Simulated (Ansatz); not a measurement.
One geometry of `C1C[SiH2][SiH2]C1`, several functionals.

```yaml
crystal:
  periodic: [false, false, false]
  atoms:
    - {symbol: C, position_ang: [-0.745871, 0.928697, 0.571961]}
    - {symbol: C, position_ang: [-0.123784, -0.187867, 1.420740]}
    - {symbol: Si, position_ang: [1.368718, -0.902356, 0.490072]}
    - {symbol: Si, position_ang: [0.507277, -0.310650, -1.601327]}
    - {symbol: C, position_ang: [-1.060788, 0.454060, -0.852702]}
    - {symbol: H, position_ang: [-0.051538, 1.776565, 0.525181]}
    - {symbol: H, position_ang: [-1.653453, 1.308893, 1.053394]}
    - {symbol: H, position_ang: [-0.854134, -0.992734, 1.562449]}
    - {symbol: H, position_ang: [0.146289, 0.172359, 2.416623]}
    - {symbol: H, position_ang: [2.625124, -0.184264, 0.844764]}
    - {symbol: H, position_ang: [1.573356, -2.353342, 0.750899]}
    - {symbol: H, position_ang: [0.214945, -1.419174, -2.550517]}
    - {symbol: H, position_ang: [1.322110, 0.711443, -2.316463]}
    - {symbol: H, position_ang: [-1.835438, -0.320628, -0.819718]}
    - {symbol: H, position_ang: [-1.454613, 1.268498, -1.465956]}
basis:
  gaussian: {orbitals: def2-TZVPP}
hamiltonian: {xc: pbe, dispersion: d4}
output: {forces: true, orbitals: {seedname: orbitals}}
```

```sh
$ ansatz run in.yaml --threads 4 --pin off --events-out ev --progress --plain --max-ram 10444MiB
```

Shortened log:

```
Functional definition: PBE
1706 factors; their error is unknown
mean field evaluation 1: about -19001.3645 eV, gradient 8.3e1 eV
mean field evaluation 2: about -18929.8513 eV, gradient 1.7e2 eV
mean field evaluation 4: about -19017.9580 eV, gradient 1.2e1 eV
mean field evaluation 8: about -19018.2979 eV, gradient 1.8e-1 eV
mean field evaluation 16: about -19018.2416 eV, gradient 6.2e-4 eV
mean field -19018.24163970 eV, -698.9074892316 hartree, gradient 2.2e-5 eV, S^2 0.000000; 0 other end points of the search recorded, 0 dependent functions left out
reference -19018.24169192 eV, -698.9074911509 hartree; 28, 28 occupied and 289, 289 virtual orbitals, 1706 factors
Total energy: -19018.63003753 eV, -698.9217625888 hartree
Atom 0 at    -0.745871     0.928697     0.571961 Å, force     0.001810     0.007015     0.001221 eV/Å
Atom 1 at    -0.123784    -0.187867     1.420740 Å, force     0.020467    -0.004213     0.024888 eV/Å
Atom 2 at     1.368718    -0.902356     0.490072 Å, force     0.054201    -0.038572    -0.076321 eV/Å
Atom 3 at     0.507277    -0.310650    -1.601327 Å, force     0.082602    -0.058135    -0.007395 eV/Å
Atom 4 at    -1.060788     0.454060    -0.852702 Å, force    -0.002298     0.011454    -0.030342 eV/Å
Atom 5 at    -0.051538     1.776565     0.525181 Å, force     0.127437     0.173171    -0.003605 eV/Å
Atom 6 at    -1.653453     1.308893     1.053394 Å, force    -0.185052     0.083613     0.099866 eV/Å
Atom 7 at    -0.854134    -0.992734     1.562449 Å, force    -0.135164    -0.155699     0.034171 eV/Å
Atom 8 at     0.146289     0.172359     2.416623 Å, force     0.055996     0.059633     0.197107 eV/Å
Atom 9 at     2.625124    -0.184264     0.844764 Å, force     0.127527     0.071801     0.037531 eV/Å
Atom 10 at     1.573356    -2.353342     0.750899 Å, force     0.025319    -0.147411     0.026148 eV/Å
Atom 11 at     0.214945    -1.419174    -2.550517 Å, force    -0.026277    -0.111980    -0.099150 eV/Å
Atom 12 at     1.322110     0.711443    -2.316463 Å, force     0.081494     0.103377    -0.074079 eV/Å
Atom 13 at    -1.835438    -0.320628    -0.819718 Å, force    -0.149903    -0.145591    -0.001761 eV/Å
Atom 14 at    -1.454613     1.268498    -1.465956 Å, force    -0.078158     0.151537    -0.128278 eV/Å
Dipole moment:    -0.221235     0.098043     0.118858 e Å
```

Run time 4.5 s (4 threads of an Arm Neoverse V1 on a shared host); peak host memory 0.52 GiB.

Changing it to `hamiltonian: {xc: {name: B3LYP}, dispersion: d4}` (abridged; 9.5 s):

```
Functional definition: B3LYP
mean field evaluation 16: about -19032.5559 eV, gradient 1.4e-4 eV
mean field -19032.55590187 eV, -699.4335286641 hartree, gradient 2.2e-5 eV, S^2 0.000000
Total energy: -19033.18241074 eV, -699.4565524401 hartree
Atom 0 force    -0.099828     0.262252     0.115198 eV/Å
Atom 1 force     0.023275    -0.136630     0.213048 eV/Å
Atom 2 force     0.203802    -0.113759     0.040357 eV/Å
Atom 3 force     0.100690    -0.042791    -0.210082 eV/Å
Atom 4 force    -0.148969    -0.018567    -0.205002 eV/Å
Atom 5 force    -0.047631    -0.031731     0.010697 eV/Å
Atom 6 force     0.056189    -0.009795    -0.025936 eV/Å
Atom 7 force     0.029779     0.052702     0.008391 eV/Å
Atom 8 force    -0.029796    -0.021767    -0.050440 eV/Å
Atom 9 force    -0.074040    -0.045125    -0.015638 eV/Å
Atom 10 force    -0.010284     0.087642    -0.010024 eV/Å
Atom 11 force     0.015281     0.069891     0.052595 eV/Å
Atom 12 force    -0.052006    -0.060423     0.037606 eV/Å
Atom 13 force     0.025872     0.055399    -0.000922 eV/Å
Atom 14 force     0.007667    -0.047297     0.040152 eV/Å
Dipole moment:    -0.198235     0.082904     0.105099 e Å
```

B3LYP takes the VWN-RPA correlation (the form of Gaussian; ORCA's B3LYP/G).
